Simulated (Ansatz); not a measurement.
Molecule: CsO, net charge 0, doublet state. 
Structure (B3LYP-D3(BJ)/def2-TZVP (Ansatz, a program for electronic structure) minimum search):
```
Cs
O 1 2.3786
```
Charge 0, spin multiplicity 2.

Basis-set convergence of Hartree-Fock and CCSD(T) correlation energies (hartree) with Ansatz. Correlated levels leave the core frozen unless marked. UHF or UKS for open shells. Spin-orbit coupling is left out. The frozen core is the preceding noble-gas configuration, with the filled d and f shells of earlier blocks. The outer core of K, Ca and their heavier congeners is not correlated, a term that matters for these elements. In def2 rows, elements after Kr have scalar-relativistic effective core potentials.

```tsv
basis	functions	E(HF)	E(corr, CCSD(T))
def2-SVP	38	-94.60494	-0.16572
def2-TZVPP	67	-94.71067	-0.21998
def2-QZVPP	119	-94.71730	-0.23993
```

Extrapolating the two largest sets (X = 3 and 4) as X^-3: E(corr) = (64·(-0.23993) - 27·(-0.21998))/37 = -0.2545 Eh, an estimate of the basis-set limit. The largest set recovers 94.3 % of it, the smallest 65.1 %.
